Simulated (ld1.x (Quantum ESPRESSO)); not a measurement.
**Plane-wave convergence, ultrasoft potential for O (Z = 8)**

- Element: oxygen
- Generator: ld1.x (Quantum ESPRESSO) 7.5
- Type: ultrasoft
- Functional: LDA (PZ)
- Relativity: scalar-relativistic
- Frozen core: [He]
- Valence charge: 6
- Reference configuration: 2s2 2p4
- Partial waves: 2s (bound): rcut 0.75, rcutus 1.05 bohr; 2s channel at -0.4 Ry: rcut 0.75, rcutus 1.05 bohr; 2p (bound): rcut 1.00, rcutus 1.15 bohr; 2p channel at 1.7 Ry: rcut 1.00, rcutus 1.15 bohr
- Local potential: all-electron potential smoothed inside 1.10 bohr (lloc = -1)
- Core correction: a·sin(br)/r model core inside 0.80 bohr
- Augmentation charge: built from norm-conserving waves at rcut, not smoothed further

The pseudo-atom Hamiltonian at the reference potential is diagonalised in spherical Bessel functions j_l(qr) that vanish at 20 bohr, with q² up to the cutoff. All-electron valence levels (Ry): 2s -1.7458, 2p -0.6761.

**Question.** How do the lowest levels (Ry) of each channel move with the cutoff, and are there ghosts?

**Answer.**

| cutoff (Ry) | s #1 | s #2 | p #1 | d #1 | f #1 | Σ f·Δε (mRy) |
| --- | --- | --- | --- | --- | --- | --- |
| 8 | -1.6339 | -0.0039 | -0.0688 | 0.0797 | 0.1208 | 2653.9 |
| 18 | -1.7387 | -0.0066 | -0.1729 | 0.0797 | 0.1208 | 2028.2 |
| 30 | -1.7449 | -0.0068 | -0.4521 | 0.0797 | 0.1208 | 899.1 |
| 50 | -1.7459 | -0.0068 | -0.6735 | 0.0797 | 0.1208 | 11.2 |
| 70 | -1.7460 | -0.0068 | -0.6759 | 0.0797 | 0.1208 | 1.4 |
| 110 | -1.7460 | -0.0068 | -0.6762 | 0.0797 | 0.1208 | 0.2 |
| 400 | -1.7460 | -0.0068 | -0.6763 | 0.0797 | 0.1208 | 0.0 |

Result: no extra level below or beside the all-electron valence levels (s, p, d, f tested); 10 mRy is reached at 55 Ry and 1 mRy at 90 Ry.

Its largest configuration-test error is +687 meV.
